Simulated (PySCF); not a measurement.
Pyridine-N-oxide, C5H5NO.
Atom-mapped SMILES: `[O-:1][n+:2]1[cH:3][cH:4][cH:5][cH:6][cH:7]1` (hydrogens: H8 on C3; H9 on C4; H10 on C5; H11 on C6; H12 on C7)

Computed with PySCF at PBE0/pcSseg-1 and CAM-B3LYP/def2-SVPD, non-relativistic, on one gas-phase PBE0-D3(BJ)/def2-SVP geometry that isn't relaxed in the solvent. The solvent is an IEF-PCM continuum (van der Waals radii × 1.2). The model holds no explicit solvent molecules, cavitation or dispersion.

Gas phase at PBE0/pcSseg-1: HOMO -6.37 eV, LUMO -1.21 eV, dipole 3.86 D.

Question: What does the continuum do to the energy, the frontier levels and the dipole at PBE0/pcSseg-1 in chloroform and water?

Answer: 
```csv
solvent,ε,E(solvent) − E(gas) (kJ/mol),polarisation term (kJ/mol),distortion of the solute (kJ/mol),HOMO (eV),LUMO (eV),dipole (D)
chloroform,4.711,-23.42,-27.51,4.09,-6.45,-1.18,4.99
water,78.36,-33.17,-41.54,8.37,-6.51,-1.18,5.50
```

The first energy column is the sum of the next two and covers electrostatics alone. From chloroform to water the lowering changes by a factor 1.42, Onsager's factor (ε − 1)/(2ε + 1) by 1.38 and ε itself by 16.6.

Question: Which radius a makes the point-dipole formula ΔE = −[(ε − 1)/(2ε + 1)]·μ²/a³ give the value in water, with the gas-phase dipole?

Answer: μ = 1.520 au and |ΔE| = 0.01263 Eh give a = 2.37 Å; the farthest nucleus lies 2.61 Å from the centroid of the nuclei, so such a sphere wouldn't even hold the nuclei. The formula assumes a rigid point dipole at the centre of a sphere.

Question: Which Hirshfeld charges (PBE0/pcSseg-1) respond most in chloroform (means over atoms taken as equivalent)?

Answer: 
```tsv
atoms	environment	gas (e)	solvent (e)	change
O1	N-oxide oxygen	-0.290	-0.340	-0.050
H10	aromatic hydrogen	+0.057	+0.066	+0.009
H9/H11	aromatic hydrogen	+0.063	+0.072	+0.009
C5	aromatic CH carbon	-0.056	-0.047	+0.009
N2	N-oxide nitrogen	+0.124	+0.116	-0.008
C4/C6	aromatic CH carbon	-0.043	-0.039	+0.004
```

Question: Which Mayer bond orders change most in chloroform?

Answer: 
```csv
bond,length (Å),gas,solvent,change
O1–N2,1.249,1.309,1.272,-0.037
N2–C3,1.371,1.119,1.131,+0.012
C7–N2,1.371,1.119,1.131,+0.012
C3–H8,1.089,0.964,0.960,-0.004
C7–H12,1.089,0.964,0.960,-0.004
C4–H9,1.092,0.956,0.954,-0.002
C5–H10,1.091,0.971,0.969,-0.002
C6–H11,1.092,0.956,0.954,-0.002
```

Gas phase at CAM-B3LYP/def2-SVPD: HOMO -7.66 eV, LUMO -0.35 eV, dipole 4.32 D.

Question: What does the continuum do to the energy, the frontier levels and the dipole at CAM-B3LYP/def2-SVPD in chloroform and water?

Answer: 
| solvent | ε | E(solvent) − E(gas) (kJ/mol) | polarisation term (kJ/mol) | distortion of the solute (kJ/mol) | HOMO (eV) | LUMO (eV) | dipole (D) |
| --- | --- | --- | --- | --- | --- | --- | --- |
| chloroform | 4.711 | -26.72 | -32.17 | 5.45 | -7.76 | -0.29 | 5.69 |
| water | 78.36 | -38.07 | -49.41 | 11.34 | -7.84 | -0.29 | 6.32 |

Question: How does the static polarisability (CAM-B3LYP/def2-SVPD, frozen core, with the continuum's full static response) change?

Answer: 
| medium | isotropic (au) | principal values (au) | ⟨r²⟩ of the electrons (bohr²) |
| --- | --- | --- | --- |
| gas | 72.2 | 40.7, 76.7, 99.3 | 624.7 |
| chloroform | 92.3 | 49.6, 97.5, 129.9 | 624.6 |
| water | 102.4 | 55.4, 107.7, 144.0 | 624.5 |

The isotropic value in water is 1.42 times the gas-phase one; no cavity-field correction is applied. ⟨r²⟩ is taken about the centre of nuclear charge.
